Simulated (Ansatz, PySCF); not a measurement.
Process, species as SMILES: F[SiH2]Cl → F[SiH2] + Cl atom (the Cl-Si bond at the site shown breaks; other sites are not compared here)
Each molecule is optimised on its own at B3LYP-D3(BJ)/def2-TZVP (Ansatz, a first-principles code).

Property: bond dissociation energy (enthalpy at 298 K, with B3LYP-D3(BJ) rigid-rotor harmonic-oscillator terms from PySCF), in eV. Correlated levels leave the core frozen unless marked. UHF or UKS for open shells. No spin-orbit coupling. Non-relativistic. CBS marks a two-point X^-3 extrapolation of the correlation energy; Hartree-Fock from the larger set.

| level | program | bond dissociation energy (eV) |
|---|---|---|
| BLYP-D3(BJ)/def2-TZVPD | Ansatz + dftd3 | 4.70 |
| r2SCAN0/def2-TZVPD | Ansatz | 4.83 |
| M06-2X/def2-TZVPD | PySCF | 4.95 |
| LC-wPBE-D4/def2-TZVPD | Ansatz + dftd4 | ___ |
| B2PLYP/def2-TZVPD | Ansatz | 4.83 |
| CCSD/6-31G | Ansatz | ___ |
| CCSD(T)/CBS(cc-pV(T+d)Z,cc-pV(Q+d)Z) | Ansatz | ___ |

Some entries are withheld; supply them.


- LC-wPBE-D4/def2-TZVPD, bond dissociation energy (eV): 4.84
- CCSD/6-31G, bond dissociation energy (eV): 3.15
- CCSD(T)/CBS(cc-pV(T+d)Z,cc-pV(Q+d)Z), bond dissociation energy (eV): 5.07
